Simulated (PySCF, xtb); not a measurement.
GaHI2, SMILES [I][GaH][I].

GFN2-xTB (xtb) at its own geometry gives an orbital gap of 4.37 eV and a dipole moment of 4.34 D.

Geometry: PBE-D3(BJ)/def2-SVP. The def2 effective core potentials stand for the cores of I; spin–orbit coupling is left out.

Problem. What does PBE/def2-TZVPD (PySCF) give? (An estimate is asked for; the answer gives what the named calculation found.)

Solution. gap 3.79 eV (levels -6.60 and -2.81 eV), dipole 0.88 D.
